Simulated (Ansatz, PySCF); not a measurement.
Molecule: sum formula H₄Si₂OCl₂ (charge 0, singlet). 
Structure (B3LYP-D3(BJ)/def2-TZVP (Ansatz, a quantum-chemistry and plane-wave program) minimum search):
SMILES: [SiH3]O[SiH](Cl)Cl
```xyz
9

Si     0.5928    -0.1448     0.5881
Cl     0.5212     1.8981     0.7527
Cl     1.7092    -0.6252    -1.0636
O     -0.8965    -0.7361     0.4356
Si    -2.2976    -0.7634    -0.4399
H      1.2319    -0.7014     1.7797
H     -2.8932     0.5891    -0.4567
H     -3.2088    -1.7170     0.2228
H     -2.0072    -1.2048    -1.8202
```
Charge 0, spin multiplicity 1.

Wanted: vertical ionisation energy (to the doublet state of charge +1; each state is the SCF solution reached for its spin; for the doublet the Hartree-Fock reference is unstable and T1 is 0.050), in eV. Cores are frozen in the correlated levels unless marked. UHF or UKS for open shells. No spin-orbit coupling. No relativistic terms. CBS marks a two-point X^-3 extrapolation of the correlation energy; Hartree-Fock from the larger set. The program attaches cautions to a run behind CCSD/aug-cc-pV(D+d)Z: other roots.

```tsv
level	program	vertical ionisation energy (eV)
SVWN5/def2-TZVPD	Ansatz	10.53
B3LYP/def2-TZVPD	Ansatz	10.95
PBE0/def2-TZVPD	Ansatz	11.04
CAM-B3LYP/def2-TZVPD	Ansatz	11.44
wB97M-V/def2-TZVPD	Ansatz	11.57
wB97X-V/def2-TZVPD	Ansatz	11.67
RI-MP2/aug-cc-pV(Q+d)Z	Ansatz	12.29
RI-MP2/CBS(aug-cc-pV(T+d)Z,aug-cc-pV(Q+d)Z)	Ansatz	12.36
CCSD/aug-cc-pV(D+d)Z	Ansatz	11.66
```

For comparison, minus the highest occupied orbital energy (PySCF): 7.64 eV at BLYP/def2-TZVPD, 8.47 eV at TPSSh/def2-TZVPD, 12.59 eV at HF/def2-TZVPD.
